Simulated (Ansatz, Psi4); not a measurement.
Psi4 was given this input:
```
memory 2 GB

molecule {
-1 2
C     2.02132192    1.63145854    0.21056039
Si    2.05165419   -0.21747853    0.68137268
C     2.05606240   -1.45971733   -0.76754961
O    -0.14046649   -0.21625044    0.57933165
Si   -1.64043576   -0.02514114    0.23950010
C    -2.09452933    1.69651397   -0.47741484
C    -2.33141281   -1.27747502   -1.03979148
H     1.02815675    1.93124373   -0.11045888
H     2.28468350    2.23716642    1.07463572
H     2.72548174    1.87259649   -0.58366520
H     1.73070312   -0.65297435    2.04152332
H     2.36625027   -2.44087879   -0.41520266
H     2.73805131   -1.16871338   -1.56438769
H     1.06069233   -1.56152446   -1.19001985
H    -2.52998837   -0.17721210    1.43415544
H    -1.58516781    1.88451491   -1.42080602
H    -3.16281873    1.80890438   -0.65447385
H    -1.79329344    2.48207662    0.21263964
H    -2.17206538   -2.29593493   -0.69236560
H    -1.83334353   -1.18461248   -2.00297615
H    -3.39932081   -1.15265428   -1.21029679
}

set {
  basis sto-3g
  reference uks
  scf_type pk
  puream true
  d_convergence 1e-8
  dft_radial_points 99
  dft_spherical_points 590
}

energy('b3lyp5')
print_variables()
```

Task: Give the equivalent Ansatz (a first-principles code) input.

Result: One answer among several that fit: 
Ansatz 0.2 input:
```yaml
crystal:
  periodic: [false, false, false]
  atoms:
    - {symbol: C, position_ang: [2.02132192, 1.63145854, 0.21056039]}
    - {symbol: Si, position_ang: [2.05165419, -0.21747853, 0.68137268]}
    - {symbol: C, position_ang: [2.05606240, -1.45971733, -0.76754961]}
    - {symbol: O, position_ang: [-0.14046649, -0.21625044, 0.57933165]}
    - {symbol: Si, position_ang: [-1.64043576, -0.02514114, 0.23950010]}
    - {symbol: C, position_ang: [-2.09452933, 1.69651397, -0.47741484]}
    - {symbol: C, position_ang: [-2.33141281, -1.27747502, -1.03979148]}
    - {symbol: H, position_ang: [1.02815675, 1.93124373, -0.11045888]}
    - {symbol: H, position_ang: [2.28468350, 2.23716642, 1.07463572]}
    - {symbol: H, position_ang: [2.72548174, 1.87259649, -0.58366520]}
    - {symbol: H, position_ang: [1.73070312, -0.65297435, 2.04152332]}
    - {symbol: H, position_ang: [2.36625027, -2.44087879, -0.41520266]}
    - {symbol: H, position_ang: [2.73805131, -1.16871338, -1.56438769]}
    - {symbol: H, position_ang: [1.06069233, -1.56152446, -1.19001985]}
    - {symbol: H, position_ang: [-2.52998837, -0.17721210, 1.43415544]}
    - {symbol: H, position_ang: [-1.58516781, 1.88451491, -1.42080602]}
    - {symbol: H, position_ang: [-3.16281873, 1.80890438, -0.65447385]}
    - {symbol: H, position_ang: [-1.79329344, 2.48207662, 0.21263964]}
    - {symbol: H, position_ang: [-2.17206538, -2.29593493, -0.69236560]}
    - {symbol: H, position_ang: [-1.83334353, -1.18461248, -2.00297615]}
    - {symbol: H, position_ang: [-3.39932081, -1.15265428, -1.21029679]}
basis:
  gaussian:
    orbitals: STO-3G
hamiltonian:
  xc: b3lyp5
total_charge: -1
magnetization: {spin_polarized: true, initial_magnetization: 1}
accuracy: high
```

Both were run: Psi4 gave -804.980243 Eh and Ansatz -804.980243 Eh, 0.000 mEh apart.
